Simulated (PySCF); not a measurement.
Theory: delta-SCF UKS SCAN, pcX-2 on the ionised atom, pcseg-1 elsewhere, spin-free X2C (PySCF). Geometries: PBE0-D3(BJ)/def2-SVP; isolated species, one conformer each. Values against the vacuum level.

Question: Rank by computed C 1s binding energy, lowest first.
A. Carbon in `COB1OBOBO1`
B. Carbon in `N#C[SiH](O)O`
C. C4 in `[CH3:1][C@@H:2]1[BH:3][CH2:4][CH2:5][CH2:6]1`
D. Carbon in `CSBSC`

Answer: C (289.90 eV), D (291.28 eV), B (292.14 eV), A (292.76 eV).

From the lowest up, the atoms are bonded to: C, 2 H and B (289.90); S and 3 H (291.28); N (triple bond) and Si (292.14); O and 3 H (292.76).

Question: Order these sites by rising O 1s binding energy.
A. O4 in `[CH3:1][O:2][B:3]1[O:4][BH:5][O:6][BH:7][O:8]1`
B. Oxygen in `CP1(=O)CC1`
C. Oxygen in `N#C[SiH](O)O`

Answer: B (536.22 eV), A (539.14 eV), C (539.54 eV).

The highest is bonded to H and Si, the lowest to P (double bond); the range is 3.32 eV.

Question: Rank by computed B 1s binding energy, lowest first.
A. Boron in `CSBSC`
B. B3 in `[CH3:1][O:2][B:3]1[O:4][BH:5][O:6][BH:7][O:8]1`
C. Boron in `C[C@@H]1BCCC1`

Answer: C (195.38 eV), A (195.67 eV), B (198.70 eV).

From the lowest up, the atoms are bonded to: 2 C and H (195.38); 2 S and H (195.67); 3 O (198.70).
